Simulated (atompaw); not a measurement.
# Scattering properties, PAW (atompaw) potential for As (Z = 33)

arsenic (As), PAW, made with atompaw 4.2.0.5 (PBE, scalar-relativistic). Core [Ar], reference 3d10 4s2 4p1 (charge +2). Waves: 4s (bound): rc 1.40 bohr; 4s channel at -0.8 Ry: rc 1.40 bohr; 4p (bound): rc 1.55 bohr; 4p channel at 0.1 Ry: rc 1.55 bohr; 3d (bound): rc 1.10 bohr; 3d channel at -3.9 Ry: rc 1.10 bohr. Local part: ultrasoft scheme with l = 3 at -0.5 Ry, radius 1.00 bohr. Core correction: smooth core density matched at 1.10 bohr. Augmentation charge: sinc compensation charge, radius 1.45 bohr; PAW radius 1.55 bohr; waves and projectors: custom polynom gramschmidtortho.

The phase is arctan(r·u′/u) with u = r·R(r), unwrapped; energies in Ry, scanned from -7 to 5 Ry. A pole is an energy at which the radial function vanishes at the test radius. The pseudo phase is shifted by a multiple of π to meet the all-electron one at the reference energy, and phase errors are pseudo minus all-electron; the curves can meet again beyond the range given. Levels narrower than the energy grid can be missing from the lists of poles.

```csv
channel,radius (bohr),reference energy (Ry),"poles, all-electron","poles, pseudo",unbroken range about the reference energy with phases within 0.05 rad,phase error 1 Ry above the reference energy (rad)
s,1.55,-2.46,4.49,4.47,the whole range,-0.000
p,1.55,-1.67,none,none,the whole range,-0.000
d,1.55,-4.55,-4.24,-4.24,the whole range,+0.000
```

Note: ghost states, extra bound levels that the all-electron valence spectrum of the same l lacks: s at -240.5 eV, p at -139.9 eV. A true bound ghost makes a file unfit for plane-wave use.

Phases in the p channel:

```
E (Ry)  all-electron  pseudo
 -7.00         1.276   1.278
 -6.52         1.258   1.260
 -6.04         1.238   1.239
 -5.56         1.215   1.216
 -5.08         1.188   1.188
 -4.60         1.155   1.155
 -4.12         1.114   1.114
 -3.64         1.062   1.063
 -3.16         0.995   0.995
 -2.68         0.905   0.905
 -2.20         0.778   0.778
 -1.72         0.594   0.594
 -1.24         0.329   0.329
 -0.76        -0.023  -0.024
 -0.28        -0.402  -0.402
  0.20        -0.718  -0.718
  0.68        -0.942  -0.942
  1.16        -1.097  -1.097
  1.64        -1.206  -1.206
  2.12        -1.285  -1.285
  2.60        -1.345  -1.345
  3.08        -1.392  -1.392
  3.56        -1.431  -1.430
  4.04        -1.462  -1.462
  4.52        -1.489  -1.489
  5.00        -1.512  -1.512
```
